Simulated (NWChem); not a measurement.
System: BeClF; SMILES [F][Be][Cl]

Input file for NWChem:

```
start job
memory heap 200 mb stack 900 mb global 1100 mb
geometry units angstroms noautoz
  Be     0.000000     0.000000     0.599777
  F      0.000000     0.000000     1.974653
  Cl     0.000000     0.000000    -1.208382
end
basis spherical
  * library def2-svpd
end
dft
  xc xtpss03 ctpss03
  iterations 150
  mulliken
end
task dft energy
```

Output (shortened):

```
             Northwest Computational Chemistry Package (NWChem) 7.3.0
             --------------------------------------------------------

 ORDER OF PRIMARY AXIS IS BEING SET TO 4
 C4V symmetry detected

                             Geometry "geometry" -> ""
                             -------------------------

 Output coordinates in angstroms (scale by  1.889725989 to convert to a.u.)

  No.       Tag          Charge          X              Y              Z
 ---- ---------------- ---------- -------------- -------------- --------------
    1 Be                   4.0000     0.00000000     0.00000000     0.61216063
    2 F                    9.0000     0.00000000     0.00000000     1.98703663
    3 Cl                  17.0000     0.00000000     0.00000000    -1.19599837

 Effective nuclear repulsion energy (a.u.)      59.1931445872

      Symmetry information
      --------------------

 Group name             C4v
 Group number             18
 Group order               8
 No. of unique centers     3

                                 NWChem DFT Module
                                 -----------------

 Summary of "ao basis" -> "ao basis" (spherical)
 ------------------------------------------------------------------------------
       Tag                 Description            Shells   Functions and Types
 ---------------- ------------------------------  ------  ---------------------
 Be                        def2-svpd                 6       12   3s3p
 F                         def2-svpd                 9       23   4s3p2d
 Cl                        def2-svpd                11       27   5s4p2d

      Symmetry analysis of basis
      --------------------------

        a1         26
        a2          0
        b1          4
        b2          4
        e          28

            General Information
            -------------------
          SCF calculation type: DFT
          Wavefunction type:  closed shell.
          No. of atoms     :     3
          No. of electrons :    30
           Alpha electrons :    15
            Beta electrons :    15
          Charge           :     0
          Spin multiplicity:     1
          Use of symmetry is: on ; symmetry adaption is: on
          Maximum number of iterations: 150
          AO basis - number of functions:    62
                     number of shells:    26
          Convergence on energy requested:  1.00D-06
          Convergence on density requested:  1.00D-05
          Convergence on gradient requested:  5.00D-04

              XC Information
              --------------
                  TPSS metaGGA Exchange Functional  1.000
             TPSS03 metaGGA Correlation Functional  1.000

             Grid Information
             ----------------
          Grid used for XC integration:  medium
          Radial quadrature: Mura-Knowles
          Angular quadrature: Lebedev.
          Tag              B.-S. Rad. Rad. Pts. Rad. Cut. Ang. Pts.
          ---              ---------- --------- --------- ---------
          Be                  1.05       49          11.0       434
          F                   0.50       49          12.0       434
          Cl                  1.00       88          11.0       590
          Grid pruning is: on
          Number of quadrature shells:   186
          Spatial weights used:  Erf1

      Superposition of Atomic Density Guess
      -------------------------------------

 Sum of atomic energies:        -573.18055459

      Non-variational initial energy
      ------------------------------

 Total energy =    -573.563005
 1-e energy   =    -909.628255
 2-e energy   =     276.872105
 HOMO         =      -0.477127
 LUMO         =      -0.040767

      Symmetry analysis of molecular orbitals - initial
      -------------------------------------------------

 !! scf_movecs_sym_adapt:    8 vectors were symmetry contaminated

  Symmetry fudging

 !! scf_movecs_sym_adapt:    4 vectors were symmetry contaminated

  Numbering of irreducible representations:

     1 a1          2 a2          3 b1          4 b2          5 e

  Orbital symmetries:

     1 a1          2 a1          3 a1          4 a1          5 e
     6 e           7 a1          8 a1          9 a1         10 a1
    11 e          12 e          13 a1         14 e          15 e
    16 a1         17 e          18 e          19 a1         20 a1
    21 e          22 e          23 e          24 e          25 a1

     ---------------------------------------------
      Total Density - Mulliken Population Analysis
     ---------------------------------------------

    Atom       Charge   Shell Charges
 -----------   ------   -------------------------------------------------------
    1 Be   4     2.58   1.99  0.22 -0.10  0.50 -0.03  0.01
    2 F    9     9.75   1.99  1.15  0.79 -0.04  3.58  2.14  0.11  0.00  0.01
    3 Cl  17    17.67   2.00  1.99  1.24  0.67  0.12  5.94  2.18  3.26  0.25  0.01  0.02

   convergence    iter        energy       DeltaE   RMS-Dens  Diis-err
 ---------------- ----- ----------------- --------- --------- ---------
 d= 0,ls=0.0,diis     1   -574.6719795765 -6.34D+02  2.66D-02  5.75D-01
 d= 0,ls=0.0,diis     2   -574.4767559279  1.95D-01  1.42D-02  3.01D+00
 d= 0,ls=0.0,diis     3   -574.7426260008 -2.66D-01  2.89D-03  1.63D-02
 d= 0,ls=0.0,diis     4   -574.7432030334 -5.77D-04  1.38D-03  9.51D-03
 d= 0,ls=0.0,diis     5   -574.7446704842 -1.47D-03  2.12D-04  1.09D-04
  Resetting Diis
 d= 0,ls=0.0,diis     6   -574.7446839150 -1.34D-05  3.37D-05  5.26D-06
 d= 0,ls=0.0,diis     7   -574.7446845687 -6.54D-07  1.31D-05  2.07D-07
 d= 0,ls=0.0,diis     8   -574.7446845459  2.27D-08  6.44D-06  5.02D-07

         Total DFT energy =     -574.744684545949
      One electron energy =     -911.769382553017
           Coulomb energy =      319.479670625388
    Exchange-Corr. energy =      -41.648117205496
 Nuclear repulsion energy =       59.193144587176

 Numeric. integr. density =       29.999999509363

[...]
```

Level: TPSS/def2-SVPD. Geometry: optimised at B3LYP/6-31G* (spherical d).
